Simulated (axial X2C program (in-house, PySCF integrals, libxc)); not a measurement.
**Excited states of GeF⁺ by EOM-EE-CCSD**

Computed with an in-house all-electron X2C program for linear molecules (integrals from PySCF): two-component X2C with atomic mean-field Coulomb and Gaunt terms, Gaussian nuclei, basis Ge dyall-acv3z, F dyall-av3z with contracted cores.

R = 1.674 Å (near the PBE0 minimum at charge 1 of the determinant lowest at the starting distance; the state shown can have its own minimum elsewhere).

Hartree–Fock spinors of GeF⁺ (one of each Kramers pair; a window near the gap, which can cut inner shells):

| ω | occupied | ε (eV) | character |
| --- | --- | --- | --- |
| 1/2 | yes | -27.33 | 70% F p, 22% Ge s, 4% F s |
| 1/2 | yes | -24.43 | 90% F p, 4% Ge p, 3% Ge d |
| 3/2 | yes | -24.39 | 90% F p, 4% Ge p, 3% Ge d |
| 1/2 | yes | -20.86 | 50% Ge s, 23% F p, 21% Ge p |
| 1/2 | no | -6.65 | 82% Ge p, 8% F p, 4% Ge d |
| 3/2 | no | -6.55 | 82% Ge p, 9% F p, 4% Ge d |
| 1/2 | no | -3.52 | 61% Ge p, 22% Ge d, 9% F s |
| 1/2 | no | -2.86 | 86% Ge s, 10% Ge p |
| 1/2 | no | -1.96 | 96% Ge p, 3% F p |
| 3/2 | no | -1.95 | 97% Ge p, 3% F p |

Vertical excitation energies from the closed-shell determinant state of GeF⁺:

```json
{"Ω": "0⁻", "excitation (eV)": "5.010", "cm⁻¹": "40405", "hole of the leading pair": "52% Ge sσ, 21% F pσ, 21% Ge pσ", "particle of the leading pair": "85% Ge pπ, 6% F pπ", "weight of the pair (for Ω = 0 its time-reversed partner can hold as much again)": "0.49", "singles weight": "0.97"}
{"Ω": "0⁺", "excitation (eV)": "5.010", "cm⁻¹": "40411", "hole of the leading pair": "52% Ge sσ, 21% F pσ, 21% Ge pσ", "particle of the leading pair": "85% Ge pπ, 6% F pπ", "weight of the pair (for Ω = 0 its time-reversed partner can hold as much again)": "0.49", "singles weight": "0.97"}
{"Ω": "1", "excitation (eV)": "5.083", "cm⁻¹": "40999", "hole of the leading pair": "51% Ge sσ, 22% F pσ, 21% Ge pσ", "particle of the leading pair": "85% Ge pπ, 6% F pπ", "weight of the pair (for Ω = 0 its time-reversed partner can hold as much again)": "0.52", "singles weight": "0.97"}
{"Ω": "2", "excitation (eV)": "5.161", "cm⁻¹": "41630", "hole of the leading pair": "52% Ge sσ, 21% F pσ, 21% Ge pσ", "particle of the leading pair": "84% Ge pπ, 7% F pπ", "weight of the pair (for Ω = 0 its time-reversed partner can hold as much again)": "0.97", "singles weight": "0.97"}
{"Ω": "1", "excitation (eV)": "7.132", "cm⁻¹": "57524", "hole of the leading pair": "41% F pσ, 32% Ge sσ, 22% Ge pσ", "particle of the leading pair": "83% Ge pπ, 9% F pπ", "weight of the pair (for Ω = 0 its time-reversed partner can hold as much again)": "0.49", "singles weight": "0.93"}
{"Ω": "1", "excitation (eV)": "7.768", "cm⁻¹": "62654", "hole of the leading pair": "90% F pπ", "particle of the leading pair": "82% Ge pπ, 11% F pπ", "weight of the pair (for Ω = 0 its time-reversed partner can hold as much again)": "0.62", "singles weight": "0.92"}
{"Ω": "0⁻", "excitation (eV)": "7.779", "cm⁻¹": "62738", "hole of the leading pair": "90% F pπ", "particle of the leading pair": "82% Ge pπ, 11% F pπ", "weight of the pair (for Ω = 0 its time-reversed partner can hold as much again)": "0.27", "singles weight": "0.92"}
{"Ω": "1", "excitation (eV)": "8.017", "cm⁻¹": "64665", "hole of the leading pair": "90% F pπ", "particle of the leading pair": "82% Ge pπ, 10% F pπ", "weight of the pair (for Ω = 0 its time-reversed partner can hold as much again)": "0.91", "singles weight": "0.91"}
{"Ω": "2", "excitation (eV)": "8.034", "cm⁻¹": "64796", "hole of the leading pair": "90% F pπ", "particle of the leading pair": "82% Ge pπ, 10% F pπ", "weight of the pair (for Ω = 0 its time-reversed partner can hold as much again)": "0.76", "singles weight": "0.91"}
```

This point took 32 s on 1 thread of Intel(R) Xeon(R) Processor @ 2.30GHz, with other jobs on the host.

Reference electrons by ω block (each with its −ω partner): 1/2: 14, 3/2: 5, 5/2: 1. 10 electrons of GeF⁺ correlated (inner shells frozen), 88 natural virtual spinors (a truncated set); levels can be off by some tenths of an eV. Roots sought by Ω: (0: 5, 1: 4, 2: 3, 3: 1); rows need 60 % singles weight and stop where some Ω has no more roots. Missing are any skipped roots, higher Ω and states of a further excitation; these come out far too high here and may in truth be low or lowest. T1 of the reference 0.022 (Lee–Taylor). Number of frozen shells: Ge 3 s, 2 p, 1 d; F 1 s.
